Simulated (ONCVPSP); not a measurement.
Configuration tests for dysprosium (Dy) (ONCV)

* Element: Dy (Z = 66)
* Generator: ONCVPSP 4.0.1
* Type: optimised norm-conserving Vanderbilt (ONCV)
* Functional: PBE
* Relativity: scalar-relativistic
* Frozen core: [Kr] 4d10 4f9
* Valence charge: 11
* Reference configuration: 5s2 5p6 5d1.5 6s1.5
* Partial waves: 5s+6s: rc 2.15 bohr, ncon 3, nbas 7, qcut 7.4 1/bohr, 2 projectors; 5p: rc 2.50 bohr, ncon 5, nbas 8, qcut 6.8 1/bohr, 1 projector; 5d: rc 2.85 bohr, ncon 4, nbas 9, qcut 5 1/bohr, 1 projector
* Local potential: polynomial inside 1.50 bohr (lpopt 5, dvloc0 -1 Ha)
* Core correction: Teter function, fcfact 1.5, rcfact 1.2

Energies are relative to the spin-unpolarised reference configuration 5s2 5p6 5d1.5 6s1.5; without spin polarisation the order of configurations can differ from experiment.

| valence configuration | charge | ΔE all-electron (eV) | error AE − PS (meV) |
| --- | --- | --- | --- |
| 5s2 5p6 5d1 6s2 | 0 | -1.018 | +1.4 |
| 5s2 5p6 5d1 6s1 | +1 | 5.823 | -1.9 |
| 5s2 5p6 5d1 6s0 | +2 | 18.254 | +9.8 |

(1) What are ΔE and the potential's error for 5s2 5p5 5d1 6s2?

Levels in the configuration 5s2 5p5 5d1 6s2:

| level | all-electron (eV) | pseudo (eV) |
| --- | --- | --- |
| 5s | -64.045 | -64.555 |
| 5p | -39.224 | -39.609 |
| 5d | -10.931 | -11.027 |
| 6s | -10.956 | -11.012 |

Note: no bound ghost flagged; GHOST(+) flagged for s at 104.0 eV, s at 116.5 eV.

Answers

(1) ΔE = 32.644 eV all-electron; the error (AE − PS) is -221 meV.
